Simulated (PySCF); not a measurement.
# Basis and Hamiltonian dependence of the electron affinity of Os

Os⁻ [Xe] 4f14 5d7 6s2 (4F) → Os [Xe] 4f14 5d6 6s2 (5D). All values are computed (PySCF 2.14, energy differences of UHF-based or UKS calculations, no spin-orbit coupling). Values in eV.

| basis | Hamiltonian | functions | UHF | PBE | PBE0 | MP2 (valence) | CCSD(T) (valence) |
| --- | --- | --- | --- | --- | --- | --- | --- |
| aug-cc-pVDZ-PP with ECP60MDF | ECP | 54 | -0.616 | 1.255 | 0.985 | 0.513 | 0.722 |
| def2-TZVPPD with the def2 core potential (60 electrons) | ECP | 59 | -0.892 | 1.043 | 0.812 | 0.597 | 0.619 |
| aug-cc-pwCVDZ-PP with ECP60MDF | ECP | 70 | -0.620 | 1.245 | 0.976 | 0.572 | 0.747 |
| def2-QZVPPD with the def2 core potential (60 electrons) | ECP | 88 | -0.743 | 1.099 | 0.870 | 0.740 | 0.806 |
| aug-cc-pVTZ-PP with ECP60MDF | ECP | 88 | -0.628 | 1.250 | 0.964 | 0.627 | 0.862 |
| ANO-RCC-VTZP | spin-free X2C | 104 | -0.762 | 1.118 | 0.878 | 0.540 | 0.585 |
| x2c-TZVPPall with one added diffuse shell each of s, p, d, f type | spin-free X2C | 113 | -0.602 | 1.272 | 0.982 | 0.626 | 0.863 |
| aug-cc-pVTZ-PP with one added diffuse shell each of s, p, d, f, g type with ECP60MDF | ECP | 113 | -0.616 | n/a | 0.966 | 0.543 | n/a |
| aug-cc-pwCVTZ-PP with ECP60MDF | ECP | 122 | -0.626 | 1.254 | 0.969 | 0.679 | n/a |
| aug-cc-pVQZ-PP with ECP60MDF | ECP | 135 | -0.621 | 1.257 | 0.970 | 0.709 | n/a |

Extrapolation of MP2 (valence) from aug-cc-pVTZ-PP with ECP60MDF and aug-cc-pVQZ-PP with ECP60MDF: the correlation parts are 1.255 and 1.330 eV; with the X⁻³ form and unrounded values, (4³ × 1.330 − 3³ × 1.255)/(4³ − 3³) = 1.385 eV, and adding the Hartree-Fock value -0.621 eV of the larger basis gives 0.764 eV.

Frozen in the all-electron rows: valence: [Xe] 4f14; with a core potential, the same shells as far as they lie outside it.

In most of these bases the highest occupied level of the anion is positive at PBE, PBE0, so the basis helps to hold the electron.

Between the lowest levels the reference is 1.078 eV (measured; photodetachment measurements, as compiled on the Wikipedia data page of electron affinities); it includes spin-orbit coupling, which these numbers lack.
